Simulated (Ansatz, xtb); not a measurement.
**CH6BFN+: 3 structures ranked**

3 gas-phase structures of CH6BFN+, found in a search over its isomers (lower ones may exist). Each was relaxed with GFN2-xTB; where two conformers were screened, the lower at r2SCAN-D4/def2-SVP is listed:

A. `C[NH2+]BF`, a singlet
B. `[NH3+]CBF`, a singlet
C. `CB([NH3+])F`, a singlet

**Question.** Which do you expect lowest at r2SCAN-D4/def2-SVP, and how would the others follow?

**Answer.** Calculated order at r2SCAN-D4/def2-SVP: C (0.0), A (23.0), B (29.6) kcal/mol.

Energies above the lowest of each column, in kcal/mol; the last columns are at B3LYP-D3(BJ)/def2-SVP geometries and were run for some of them only (a dash: not run or not comparable):

| structure | GFN2-xTB | HF/STO-3G | r2SCAN-D4/def2-SVP | B3LYP-D3(BJ)/def2-SVP | CCSD(T)/def2-TZVP |
| --- | --- | --- | --- | --- | --- |
| C | 0.0 | 0.0 | 0.0 | 0.0 | 0.0 |
| A | 2.8 | 12.2 | 23.0 | 20.0 | 19.1 |
| B | 14.7 | 30.1 | 29.6 | – | – |

Every level run on C puts it lowest or level with the lowest. Flexible structures stand in one conformer each, not always the lowest. Frequencies (B3LYP-D3(BJ)/def2-SVP) were run for A, C alone.

Programs: Ansatz 0.2.0, xtb 6.7.1.
